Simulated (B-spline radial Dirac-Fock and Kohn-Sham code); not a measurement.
# Compton profile of Nd

System: the Nd atom, configuration [Xe] 4f6 (an excited configuration).

Input of the calculation (task.json; shells as n, l, electrons):

```json
{"items": [{
  "Z": 60,
  "q": 0,
  "cfg": [[1, 0, 2], [2, 0, 2], [2, 1, 6], [3, 0, 2], [3, 1, 6], [3, 2, 10], [4, 0, 2], [4, 1, 6], [4, 2, 10], [4, 3, 6], [5, 0, 2], [5, 1, 6]],
  "A": 142,
  "rrms": 4.9123,
  "do": ["scatter"],
  "s": [0.0, 0.07, 0.08, 0.1, 0.13, 0.16, 0.2, 0.24, 0.3, 0.38, 0.47, 0.58, 0.72, 0.9, 1.12, 1.39, 1.72, 2.14, 2.66, 3.31, 4.11, 5.11, 6.35],
  "pz": [0, 0.1, 0.2, 0.3, 0.4, 0.5, 0.6, 0.8, 1.0, 1.2, 1.4, 1.6, 1.8, 2.0, 2.5, 3.0, 4.0, 5.0, 7.0, 10.0, 15.0, 20.0, 30.0, 40.0, 60.0, 100.0],
  "hv_scatter": [1000, 2000, 5000, 17479.3, 30000, 100000, 500000, 1000000]
}]}
```

Command: `python xray_run.py task.json out`

Method: the impulse approximation on configuration-average Dirac-Fock orbitals. Computed with a radial B-spline solver. pz is in atomic units of momentum; subshell profiles are per electron, for a selection of subshells; open shells are spread over both j values by their weights.

```tsv
pz	J total	J 2s1/2	J 3d3/2	J 4p3/2	J 5p3/2
0	9.871	0.0470	0.0431	0.152	0.444
0.1	9.846	0.0470	0.0431	0.152	0.444
0.2	9.663	0.0470	0.0431	0.152	0.443
0.3	9.204	0.0470	0.0431	0.152	0.438
0.4	8.691	0.0470	0.0431	0.152	0.427
0.5	8.225	0.0469	0.0431	0.152	0.408
0.6	7.785	0.0469	0.0431	0.151	0.380
0.8	6.920	0.0468	0.0431	0.150	0.304
1	6.106	0.0466	0.0431	0.148	0.218
1.2	5.420	0.0464	0.0431	0.145	0.142
1.4	4.890	0.0462	0.0431	0.141	0.0863
1.6	4.497	0.0459	0.0431	0.134	0.0500
1.8	4.199	0.0457	0.0431	0.127	0.0295
2	3.956	0.0454	0.0430	0.118	0.0193
2.5	3.435	0.0444	0.0430	0.0923	0.0139
3	2.934	0.0434	0.0429	0.0661	0.0134
4	2.064	0.0407	0.0424	0.0277	0.00749
5	1.499	0.0376	0.0412	0.0119	0.00266
7	0.9644	0.0304	0.0361	0.00851	0.000977
10	0.5877	0.0198	0.0243	0.00466	0.000623
15	0.2743	0.00747	0.00887	0.000626	7.92e-05
20	0.1439	0.00252	0.00280	0.000467	5.39e-05
30	0.05087	0.00115	0.000301	0.000233	2.76e-05
40	0.02257	0.00104	4.31e-05	7.34e-05	8.70e-06
60	0.006503	0.000462	1.95e-06	8.06e-06	< 1e-6
100	0.001029	7.24e-05	< 1e-6	< 1e-6	< 1e-6
```

J(0) = 9.871. The 5p3/2 subshell gives the largest part, 18 %.

Mean momentum ⟨p⟩ by subshell (a.u.): 1s1/2 57.5, 2s1/2 20.5, 2p1/2 27.3, 2p3/2 25.3, 3s1/2 10.2, 3p1/2 12.2, 3p3/2 11.6, 3d3/2 13.9, 3d5/2 13.7, 4s1/2 5.06, 4p1/2 5.63, 4p3/2 5.40, 4d3/2 5.74, 4d5/2 5.65, 4f5/2 4.31, 4f7/2 2.99, 5s1/2 1.88, 5p1/2 1.93, 5p3/2 1.81.
